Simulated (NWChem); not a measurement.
System meant: SnF3 cation; SMILES [F][Sn+]([F])[F]

Here is an NWChem input.

```
start job
memory heap 200 mb stack 900 mb global 1100 mb
charge 1
geometry units angstroms noautoz
  Sn     0.000000     0.000000     0.000000
  F      1.808369    -0.484551     0.000000
  F     -1.323818    -1.323818     0.000000
  F     -0.484551     1.808369     0.000000
end
basis spherical
  * library def2-svp
end
ecp
  Sn library def2-ecp
end
dft
  xc b3lyp
  iterations 4
  mulliken
end
task dft energy
```

End of the output:

```
    Atom       Charge   Shell Charges
 -----------   ------   -------------------------------------------------------
    1 Sn  22    20.60   1.17  0.75  0.70  0.26  3.01  2.82  0.95  0.38  9.52  1.04
    2 F    9     9.13   1.98  1.05  0.79  3.16  2.16  0.01
    3 F    9     9.13   1.98  1.05  0.79  3.16  2.16  0.01
    4 F    9     9.13   1.98  1.05  0.79  3.16  2.16  0.01

 center of mass
 --------------
 x =   0.00000000 y =   0.00000000 z =   0.00000000

 moments of inertia (a.u.)
 ------------------
         356.691294955563          -0.000000000000           0.000000000000
          -0.000000000000         356.691294955563           0.000000000000
           0.000000000000           0.000000000000         713.382589911127

     Multipole analysis of the density
     ---------------------------------

     L   x y z        total         alpha         beta         nuclear
     -   - - -        -----         -----         ----         -------
     0   0 0 0      1.000000    -24.000000    -24.000000     49.000000

     1   1 0 0     -0.000000     -0.000000     -0.000000      0.000000
     1   0 1 0      0.000000      0.000000      0.000000      0.000000
     1   0 0 1     -0.000000     -0.000000     -0.000000      0.000000

     2   2 0 0    -27.132031    -98.052648    -98.052648    168.973264
     2   1 1 0     -0.000000     -0.000000     -0.000000      0.000000
     2   1 0 1     -0.000000     -0.000000     -0.000000      0.000000
     2   0 2 0    -27.132031    -98.052648    -98.052648    168.973264
     2   0 1 1      0.000000      0.000000      0.000000      0.000000
     2   0 0 2    -21.958729    -10.979365    -10.979365      0.000000

 ------------------------------------------------------------------------
 dft energy failed                                                                                  0
 ------------------------------------------------------------------------
 ------------------------------------------------------------------------
  current input line :
    21: task dft energy
 ------------------------------------------------------------------------
 ------------------------------------------------------------------------
 This type of error is most commonly associated with calculations not reaching convergence criteria
 ------------------------------------------------------------------------
 For more information see the NWChem manual at https://nwchemgit.github.io

0:dft energy failed:Received an Error in Communication
```

### Question
What is wrong, and how is it mended?

### Answer
Convergence was not reached. Cause: the SCF was allowed too few iterations. This input runs:
```
start job
memory heap 200 mb stack 900 mb global 1100 mb
charge 1
geometry units angstroms noautoz
  Sn     0.000000     0.000000     0.000000
  F      1.808369    -0.484551     0.000000
  F     -1.323818    -1.323818     0.000000
  F     -0.484551     1.808369     0.000000
end
basis spherical
  Sn library def2-svp
  F library def2-svp
end
ecp
  Sn library def2-ecp
end
dft
  xc b3lyp
  iterations 150
  mulliken
end
task dft energy
```
It converges to -513.32376 Ha (B3LYP/def2-SVP with def2 effective core potentials on Sn).
